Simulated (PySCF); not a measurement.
**Levels of In from EOM-EA-GCCSD**

Reference: closed-shell In⁺, [Kr] 4d10 5s2; one electron is added. Calculated with PySCF 2.14, two-component X2C-1e with screened spin-orbit coupling, x2c-TZVPPall-2c with one added diffuse shell each of s, p, d, f type (9s10p6d3f, 90 functions); frozen [Ar] 3d10; the 6 highest virtual spinors dropped; of the others 108 kept and the rest restored at second order. No Breit or QED terms. Binding energies in eV.

```
level  Koopmans
5p1/2     5.149
5p3/2     4.897
6s1/2     2.335
6p1/2     1.635
6p3/2     1.586
5d3/2     1.288
5d5/2     1.283
```

Problem. How does correlation move these levels?

Solution. 5p1/2: second order 5.808, EOM-CCSD 5.686, NIST 5.786; 5p3/2: second order 5.537, EOM-CCSD 5.424, NIST 5.512; 6s1/2: second order 2.624, EOM-CCSD 2.601, NIST 2.764; 6p1/2: second order 1.775, EOM-CCSD 1.761, NIST 1.842; 6p3/2: second order 1.728, EOM-CCSD 1.712, NIST 1.805; 5d3/2: second order 1.518, EOM-CCSD 1.546, NIST 1.708; 5d5/2: second order 1.511, EOM-CCSD 1.540, NIST 1.705.

The highest levels are limited by the diffuse functions of the basis.
